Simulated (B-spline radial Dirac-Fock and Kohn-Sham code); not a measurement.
**Yb⁵⁹⁺: scattering cross sections and density moments**

System: the Yb⁵⁹⁺ ion, [Ne] 3s1.

Method: configuration-average Dirac-Fock orbitals. Computed with a radial atomic solver.

* Sum of ⟨r⟩: 0.8314 bohr
* Sum of ⟨r²⟩: 0.09876 bohr²
* Sum of ⟨1/r⟩: 316.20 per bohr
* Langevin diamagnetic susceptibility: -0.0782 × 10⁻⁶ cm³/mol
* Lamb shielding (α²/3)Σ⟨1/r⟩: 5613 ppm

Coherent scattering is the Thomson cross section weighted by f₀², without anomalous dispersion; incoherent scattering is Klein-Nishina weighted by S. The Lamb formula is the non-relativistic shielding expression. Electron correlation is left out. A dash stands where the photon energy is too low for the impulse approximation behind that column.

```csv
hν (keV),coherent (b),incoherent (b),incoherent per electron (b)
1,80.46,–,–
5,79.64,–,–
8.0478,78.32,–,–
20,68.96,–,–
50,41.24,1.880,0.171
100,17.77,2.995,0.272
500,1.220,2.906,0.264
1000,0.3264,2.240,0.204
```

Incoherent scattering overtakes coherent scattering between 100 and 500 keV.
